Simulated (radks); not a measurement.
Neutral tellurium inside a hard spherical wall (all orbitals vanish at R), configuration held at [Kr] 4d10 5s2 5p4 and not refilled when levels cross. All-electron calculation, scalar-relativistic Kohn-Sham, LDA (Slater exchange, VWN5 correlation), spin-polarised, spherical densities, finite nucleus; open shells are filled with parallel spins first (spin-orbit coupling, left out, can overturn this in heavy ions); Fermi nuclear charge, rms radius 4.7423 fm. Program: a radial shooting solver on a logarithmic mesh with Libxc functionals. Eigenvalues in eV for spin up, with the zero of energy where the potential of the charges vanishes at infinity; a dash marks a level that is unbound or too diffuse for the functional's potential to be trusted. A positive occupied level is held by the wall or, in an anion where self-interaction has pushed it up, behind a barrier. The pressure on the wall is -dE/dV.

| R (bohr) | E (hartree) | kinetic (hartree) | e(4p) | e(4d) | e(5s) | e(5p) | e(6s, empty) | e(5d, empty) | pressure (GPa) |
|---|---|---|---|---|---|---|---|---|---|
| free | -6788.68128 | 7110.519 | -114.18 | -41.732 | -15.792 | -6.546 | -0.563 | - | 0 |
| 10 | -6788.68114 | 7110.521 | -114.17 | -41.718 | -15.780 | -6.535 | -0.040 | 1.580 | 0.00463 |
| 8 | -6788.67913 | 7110.540 | -114.05 | -41.601 | -15.684 | -6.442 | 1.022 | 2.346 | 0.105 |
| 7 | -6788.67309 | 7110.587 | -113.80 | -41.355 | -15.489 | -6.242 | 2.387 | 3.166 | 0.523 |
| 6 | -6788.64984 | 7110.741 | -113.13 | -40.695 | -14.978 | -5.684 | 5.273 | 4.737 | 2.77 |
| 5 | -6788.55685 | 7111.263 | -111.38 | -38.983 | -13.651 | -4.118 | 11.913 | 8.097 | 16.3 |
| 4 | -6788.15566 | 7113.137 | -106.92 | -34.682 | -9.965 | 0.521 | 28.927 | 16.338 | 115 |
| 1.5 | -6726.48391 | 7312.466 | 10.420 | 88.871 | 245.94 | 286.77 | 689.46 | 346.81 | 182000 |
